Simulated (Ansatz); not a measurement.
C2H5FOSi can be A, `C[C@H]1O[Si@H]1F`, or B, `C=CO[SiH2]F`.

Calculated with Ansatz (gas phase, PBE0-D4/def2-TZVP geometries, no zero-point term in ΔE). CBS: MP2 limit from def2 TZ/QZ plus the TZ coupled-cluster correction, frozen cores. DFT in def2-TZVPP. B3LYP here is the variant with VWN-RPA as its local correlation; programs differ in this. One conformer a species, not always the lowest.

A:

Z-matrix (Å, degrees):
```
C
C 1 1.498
H 1 1.094 2 110.5
H 1 1.091 2 112.0 3 -120.8
H 1 1.093 2 109.7 3 119.1
O 2 1.514 1 113.4 3 65.6
Si 2 1.797 1 124.6 3 132.3
H 2 1.090 1 113.9 3 -61.0
F 7 1.587 2 121.0 1 4.5
H 7 1.471 2 128.8 1 162.1
```

B:

Z-matrix (Å, degrees):
```
Si
F 1 1.592
O 1 1.635 2 110.4
H 1 1.481 2 106.8 3 -119.5
H 1 1.473 2 108.3 3 116.3
C 3 1.360 1 126.6 2 -80.9
C 6 1.322 3 122.4 1 170.1
H 6 1.089 3 115.4 1 -10.7
H 7 1.082 6 121.4 3 -0.8
H 7 1.081 6 119.6 3 179.2
```

(1) Which isomer does CCSD(T)/CBS put lower? Give the gap. (An estimate is asked.)

(2) Give E(B) − E(A) in kcal/mol with CCSD/def2-TZVPP, B3LYP, HF/def2-TZVPP, PBE-D4, PBE0-D4, CCSD(T)/def2-TZVPP, ωB97M-V. (Best estimate.)

Largest T1 diagnostic: 0.013.

## Answers

(1) Ansatz gave: B, by 14.6 kcal/mol.

(2) The calculation gave: CCSD/def2-TZVPP -15.8, B3LYP -17.0, HF/def2-TZVPP -24.1, PBE-D4 -10.5, PBE0-D4 -11.6, CCSD(T)/def2-TZVPP -14.9, ωB97M-V -13.7. None reverses the order clearly.

From PBE to PBE0 (25 % exact exchange), in def2-TZVPP and without D4, E(B) − E(A) moves by −1.0 kcal/mol. In def2-TZVPP, CCSD(T) changes the Hartree–Fock value by +9.2 kcal/mol (the triples alone add +0.9 kcal/mol) and MP2 by +11.2 kcal/mol.
